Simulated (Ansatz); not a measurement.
`[BH2][AlH][O]C` + `F[CH]([GeH3])Br` → `C[O][AlH][Br]` + `B[CH](F)[GeH3]`  (redistribution)

Gas-phase electronic energies from Ansatz, PBE0-D4/def2-TZVP geometries. CCSD(T)/CBS is the MP2 limit (def2-TZVPP, def2-QZVPP) plus CCSD(T) − MP2 in def2-TZVPP, frozen cores. Functionals use def2-TZVPP. B3LYP here is the variant with VWN-RPA as its local correlation; programs differ in this. For Br, Ge outer-core shells are correlated without core-valence functions, which leaves a few kJ/mol of doubt a bond. Scalar relativity is left out up to krypton. Each species was taken in one conformer, which may not be the lowest.

```
             level  ΔE (eV)  difference from CCSD(T)/CBS
            PBE-D4    -2.85                         0.05
         r2SCAN-D4    -2.99                        -0.09
           PBE0-D4    -2.92                        -0.02
          B3LYP-D4    -2.88                         0.02
           ωB97X-V    -2.84                         0.06
           ωB97M-V    -2.96                        -0.06
            B2PLYP    -2.91                        -0.01
               PBE    -2.84                         0.06
            r2SCAN    -2.99                        -0.09
              PBE0    -2.91                        -0.01
             B3LYP    -2.87                         0.03
     HF/def2-TZVPP    -2.89                         0.01
    MP2/def2-TZVPP    -2.99                        -0.09
SCS-MP2/def2-TZVPP    -2.88                         0.02
   CCSD/def2-TZVPP    -2.86                         0.04
CCSD(T)/def2-TZVPP    -2.86                         0.04
     HF/def2-QZVPP    -2.88                         0.02
    MP2/def2-QZVPP    -3.00                        -0.10
SCS-MP2/def2-QZVPP    -2.90                         0.00
      HF/CBS(def2)    -2.88                         0.02
     MP2/CBS(def2)    -3.02                        -0.12
    CCSD/CBS(def2)    -2.90                         0.00
       CCSD(T)/CBS    -2.90                            0
```

Largest T1 diagnostic among the species: 0.012.

From PBE to PBE0 (25 % exact exchange), in def2-TZVPP and without D4, ΔE moves by −0.07 eV.
